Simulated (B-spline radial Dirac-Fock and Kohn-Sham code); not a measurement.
Compton profile of Eu³⁺

System: the Eu³⁺ ion, configuration [Xe] 4f4 6s2 (an excited configuration).

Model: the impulse approximation on configuration-average Dirac-Fock orbitals. Program: a radial finite-basis atomic code. pz is in atomic units of momentum; subshell profiles are per electron, for a selection of subshells; open shells are spread over both j values by their weights.

```csv
pz,J total,J 2s1/2,J 2p3/2,J 5s1/2,J 6s1/2
0.27,8.367,0.0443,0.0234,0.451,0.720
0.37,7.828,0.0442,0.0234,0.418,0.495
0.51,7.169,0.0442,0.0234,0.361,0.255
0.71,6.524,0.0441,0.0234,0.272,0.112
0.98,5.870,0.0439,0.0234,0.163,0.0946
1.4,4.817,0.0436,0.0234,0.0660,0.0552
1.9,3.940,0.0430,0.0234,0.0402,0.0131
2.6,3.301,0.0419,0.0234,0.0369,0.00770
3.6,2.514,0.0399,0.0234,0.0158,0.00400
5,1.621,0.0363,0.0232,0.00408,0.000797
6.9,1.034,0.0304,0.0228,0.00338,0.000623
9.5,0.6719,0.0220,0.0215,0.00100,0.000190
13,0.3956,0.0124,0.0185,0.000321,5.68e-05
18,0.2012,0.00455,0.0131,0.000230,4.11e-05
25,0.09159,0.00137,0.00682,4.55e-05,8.15e-06
35,0.03704,0.00108,0.00230,9.72e-06,1.72e-06
49,0.01396,0.000811,0.000504,8.22e-06,1.45e-06
```

Task: What is the peak value J(0), and which subshell contributes most to it?

Result: J(0) = 9.253. The 6s1/2 subshell gives the largest part, 24 %.

Mean momentum ⟨p⟩ by subshell (a.u.): 1s1/2 61.4, 2s1/2 21.9, 2p1/2 29.1, 2p3/2 26.7, 3s1/2 10.9, 3p1/2 13.1, 3p3/2 12.4, 3d3/2 14.8, 3d5/2 14.6, 4s1/2 5.55, 4p1/2 6.19, 4p3/2 5.91, 4d3/2 6.36, 4d5/2 6.26, 4f5/2 5.95, 4f7/2 5.91, 5s1/2 2.37, 5p1/2 2.47, 5p3/2 2.35, 6s1/2 1.01.

Values without a named source are computed, but for edge energies of neutral atoms, which are taken from tables.
